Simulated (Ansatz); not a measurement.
Species: C$_{2}$H$_{7}$AlO$_{3}$, charge 0, multiplicity 1. SMILES: C[O][Al]([OH])[O]C
Structure (B3LYP-D3(BJ)/def2-TZVP (Ansatz, a first-principles code) minimum search):
```xyz
13

C      2.2999    -1.0068     0.8950
O      1.4892     0.1393     0.7668
Al    -0.0230     0.4284     0.0901
O     -0.7029     1.9794     0.1222
O     -0.8738    -0.8313    -0.6274
C     -2.1230    -0.9436    -1.2695
H      1.8347    -1.8948     0.4556
H      3.2598    -0.8393     0.3985
H      2.4941    -1.2071     1.9524
H     -0.2616     2.7319     0.5178
H     -2.7483    -1.6680    -0.7401
H     -2.6578     0.0106    -1.3072
H     -1.9826    -1.3002    -2.2939
```

Quantity: vertical triplet-singlet gap (E(triplet) - E(singlet); each state is the SCF solution reached for its spin), in eV. Valence correlation only, unless marked. UHF or UKS for open shells. Spin-orbit coupling is left out. Non-relativistic. 

```json
[
 {"level": "HF/aug-cc-pV(D+d)Z", "program": "Ansatz", "vertical triplet-singlet gap (eV)": "5.91"},
 {"level": "HF/aug-cc-pV(Q+d)Z", "program": "Ansatz", "vertical triplet-singlet gap (eV)": "5.88"},
 {"level": "SVWN5/def2-TZVPD", "program": "Ansatz", "vertical triplet-singlet gap (eV)": "5.14"},
 {"level": "B3LYP/def2-TZVPD", "program": "Ansatz", "vertical triplet-singlet gap (eV)": "5.75"},
 {"level": "PBE0/def2-TZVPD", "program": "Ansatz", "vertical triplet-singlet gap (eV)": "5.84"},
 {"level": "CAM-B3LYP/def2-TZVPD", "program": "Ansatz", "vertical triplet-singlet gap (eV)": "6.28"},
 {"level": "wB97X-V/def2-TZVPD", "program": "Ansatz", "vertical triplet-singlet gap (eV)": "6.60"},
 {"level": "B2PLYP/def2-TZVPD", "program": "Ansatz", "vertical triplet-singlet gap (eV)": "6.40"},
 {"level": "CCSD(T)/aug-cc-pV(D+d)Z", "program": "Ansatz", "vertical triplet-singlet gap (eV)": "6.46"}
]
```
